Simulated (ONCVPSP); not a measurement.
# Before and after: ONCV potential for vanadium (V)

* Element: vanadium
* Generator: ONCVPSP 4.0.1
* Type: optimised norm-conserving Vanderbilt (ONCV)
* Functional: LDA (Perdew-Zunger)
* Relativity: scalar-relativistic
* Frozen core: [Ar]
* Valence charge: 5
* Reference configuration: 3d3 4s2
* Partial waves: 4s: rc 2.70 bohr, ncon 5, nbas 10, qcut 2.8 1/bohr, 3 projectors, debl 0.9 Ha; p scattering state at 0.41 Ha: rc 2.15 bohr, ncon 4, nbas 8, qcut 4.1 1/bohr, 2 projectors, debl 2.2 Ha; 3d: rc 1.75 bohr, ncon 4, nbas 9, qcut 7.9 1/bohr, 3 projectors, debl 1.5 Ha
* Local potential: polynomial inside 1.45 bohr (lpopt 1, dvloc0 2 Ha)
* Core correction: Teter function, fcfact 4, rcfact 1.45

Change: s: qcut 1.6.

Cutoffs: the cutoffs (Ha) at which the residual kinetic energy of the hardest occupied pseudo-wave falls to 1 and 0.1 mHa per electron; they do not see the model core or the augmentation charge, which bear on the density cutoff. Errors are all-electron minus pseudo energies relative to the spin-unpolarised reference configuration.

Predict the effect on cutoff, ghosts and configuration errors.

The potential gets harder (26 Ha and 30 Ha → 26 Ha and 37 Ha); both files keep a bound ghost (p); of the 3 tests that both files solve, the error grows in 1 and shrinks in 0 by more than 15 % and 0.3 meV (median size 106.4 → 106.9 meV).

```csv
quantity,base,changed
"cutoff, loose",26 Ha,26 Ha
"cutoff, tight",30 Ha,37 Ha
loose cutoff by channel,"s 3.2 Ha, d 26 Ha","s 14 Ha, d 26 Ha"
bound ghosts,p,p
GHOST(+) flags under 300 eV,"s at 61.8 eV, s at 239.9 eV",s at 72.9 eV
tests with a reliable result,3 of 4,3 of 4
"error for 3d3 4s1, meV [ΔE 7.94 eV]",-14,-13
"error for 3d3 4s0, meV [ΔE 22.49 eV]",-106,-107
"error for 3d2 4s0, meV [ΔE 51.64 eV]",-286,-397
s: phases at 2.74 bohr within 0.05 rad from the reference energy up to (Ha; the scan ends near 5),2.1,2.2
p: phases at 2.18 bohr within 0.05 rad from the reference energy up to (Ha; the scan ends near 5),4.5,4.5
d: phases at 1.78 bohr within 0.05 rad from the reference energy up to (Ha; the scan ends near 5),to the end of the scan,to the end of the scan
"rms error of d²Exc/dni dnj with the model core, mHa",11.25,11.37
```

 A true bound ghost makes a file unfit for plane-wave use even where its test errors are small: the radial tests pick states by their node count and pass the ghost by.
